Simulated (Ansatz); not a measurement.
Input file for `C[S][GeH]([F])[Cl]`:

```yaml
crystal:
  periodic: [false, false, false]
  atoms:
    - {symbol: C, position_ang: [0.306079, 0.960691, 1.211038]}
    - {symbol: S, position_ang: [0.843793, -0.733997, 0.831750]}
    - {symbol: Ge, position_ang: [-0.088942, -0.935405, -1.133291]}
    - {symbol: F, position_ang: [0.118940, -2.588796, -1.582623]}
    - {symbol: Cl, position_ang: [-2.198047, -0.573852, -1.024302]}
    - {symbol: H, position_ang: [-0.780529, 1.028273, 1.238647]}
    - {symbol: H, position_ang: [0.714763, 1.681606, 0.503394]}
    - {symbol: H, position_ang: [0.701730, 1.181511, 2.201893]}
    - {symbol: H, position_ang: [0.470813, -0.066330, -2.263606]}
basis:
  gaussian: {orbitals: def2-SVP}
correlation: {method: ccsd_t}
```

```sh
$ ansatz run in.yaml --threads 4 --pin off --events-out ev --progress --plain --max-ram 10444MiB
```

The program prints (abridged):

```
Functional definition: HF
1114 factors; integrals over basis functions are off by at most 1.3e-3 eV
mean field evaluation 1: about -83576.9335 eV, gradient 3.3e1 eV
mean field evaluation 2: about -83576.9755 eV, gradient 3.3e1 eV
mean field evaluation 4: about -83579.5070 eV, gradient 2.9e0 eV
mean field evaluation 8: about -83579.5399 eV, gradient 1.7e-1 eV
mean field -83579.54015758 eV, -3071.4914485442 hartree, gradient 2.1e-6 eV, S^2 0.000000; 0 other end points of the search recorded, 0 dependent functions left out
21 core orbitals not correlated: weight in the atoms' cores, before any rotation towards them, 1.000 or more for the frozen orbitals, at most 0.000 for the correlated occupied ones
reference -83579.54015758 eV, -3071.4914485442 hartree; 21, 21 occupied and 74, 74 virtual orbitals, 1114 factors
second order -22.21999339 eV of doubles, -0.00000000 eV of singles
cycle   1  -22.59908830 eV  change   -3.8e-1 eV  update   1.1e-1
cycle   2  -23.15779289 eV  change   -5.6e-1 eV  update   3.1e-2
cycle   3  -23.27453847 eV  change   -1.2e-1 eV  update   1.6e-2
cycle   4  -23.26909440 eV  change    5.4e-3 eV  update   3.2e-3
cycle   5  -23.26796955 eV  change    1.1e-3 eV  update   1.3e-3
cycle   6  -23.26806274 eV  change   -9.3e-5 eV  update   3.6e-4
cycle   7  -23.26788082 eV  change    1.8e-4 eV  update   1.3e-4
cycle   8  -23.26784746 eV  change    3.3e-5 eV  update   4.2e-5
perturbative correction -0.59333355 eV, -0.0218046056 hartree
Total energy: -83603.40133859 eV, -3072.3683307724 hartree
```

Hardware: 4 threads of an Arm Neoverse V2 on a shared host. Wall time 8 s, peak host memory 0.57 GiB.

The correlation energy is -23.861 eV, 2.5 % of it from (T); the T1 diagnostic reads 0.0104.
